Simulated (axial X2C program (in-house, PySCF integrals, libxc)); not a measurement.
What spin–orbit coupling does to InCl⁺

All values were computed with an in-house relativistic program for diatomic molecules. Spin-free means the one-electron spin-free X2C Hamiltonian; two-component (2c) means X2C with spin–orbit coupling and atomic mean-field two-electron Coulomb and Gaunt terms, so the difference of the two also holds small scalar two-electron terms. Basis: In dyall-cv3z [11s12p9d4f1g], Cl dyall-av3z [9s8p3d2f] (cores contracted in-house); Gaussian nuclei, density fitting, unrestricted open shells. Masses: In 114.904 u, Cl 34.969 u.

Spin-free state: M_S = 1/2, Λ = 0 (beyond evenly filled blocks: σα); fragments In+ + Cl.

```tsv
level	Re (Å)	ωe (cm⁻¹)	De (eV)	μ (D)
PBE0	2.300	336.9	0.789	-2.87
```

Dipoles are positive if Cl is the positive end and refer to the centre of mass.

Two-component determinant lowest at the distance of the search:

Ω = 1/2 (⟨Sz⟩ = 0.50, ⟨Lz⟩ = 0.00 at PBE0); fragments In+ + Cl.

```json
{"level": "PBE0", "Re (Å)": "2.300", "ωe (cm⁻¹)": "336.8", "De (eV)": "0.787", "μ (D)": "-2.86"}
```

(1) From the two tables, how do the constants change at the PBE0 level (2c against spin-free)?

One determinant describes the state; a PBE0 search over occupations chose it and may have missed a lower one. De is counted from the lowest determinant-based energies of the atoms at the same level, without counterpoise correction. Density functionals use the spin component along the axis (collinear). The 2c atoms are single determinants rather than J levels; their spin–orbit lowering is only partly caught, and De is too large by that part. This holds for PBE0. The functionals have no current-density term, which raises determinants with orbital currents, atoms included.

Answers

(1) At the PBE0 level Re is unchanged within 0.001 Å and ωe is unchanged to within 0.2 cm⁻¹; De is not compared, since the atomic limits differ or miss part of their spin–orbit lowering.
